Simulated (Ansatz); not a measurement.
A nudged elastic band was laid between two geometries of H$_{7}$W (8 atoms, charge 0, multiplicity 2).

These are results of UKS LDA/def2-SVP (Ansatz 0.2.0), not measurements.

- movable images: 7
- climbing image: yes
- spring: 5.0 eV/Å²
- optimiser: quadratic models (default)
- start path: through a guess of the saddle point
- force threshold: 0.03 eV/Å
- iteration limit: 60
- end points: relaxed

Initial state:

```xyz
8
Properties=species:S:1:pos:R:3
W 0.098 -0.098 -0.213
H -0.311 0.312 1.570
H 1.515 0.382 0.584
H -0.075 1.426 0.497
H -1.427 0.074 0.498
H -0.382 -1.516 0.583
H 0.257 -0.257 -1.982
H 0.324 -0.323 1.642
```

Final state:

```xyz
8
Properties=species:S:1:pos:R:3
W 0.123 -0.129 -0.193
H -0.266 -0.371 1.651
H 1.547 0.396 0.573
H -0.171 1.396 0.450
H -1.375 0.288 0.448
H -0.534 -1.507 0.556
H 0.278 -0.286 -1.959
H 0.399 0.214 1.654
```

Question: Which bonds break or form, and what moves?

Answer: No bond is made or broken.

Question: What energy profile does the band end with?

Answer: It converged. The highest image is number 0 of 0 to 8, 0.000 eV above the first end and 0.049 eV above the last; the last end lies 0.049 eV below the first. The highest image is an end point: on this band no image between the ends rises above it.

| image | path coordinate (Å) | energy (eV) |
| --- | --- | --- |
| 0 | 0.00 | 0.000 |
| 1 | 0.01 | 0.000 |
| 2 | 0.16 | -0.003 |
| 3 | 0.31 | -0.011 |
| 4 | 0.47 | -0.022 |
| 5 | 0.62 | -0.034 |
| 6 | 0.77 | -0.042 |
| 7 | 0.92 | -0.047 |
| 8 | 1.08 | -0.049 |

The run took 3.2 min on 1 thread of Intel(R) Xeon(R) Platinum 8488C (Sapphire Rapids), with other jobs on the host, peak memory 0.16 GiB.
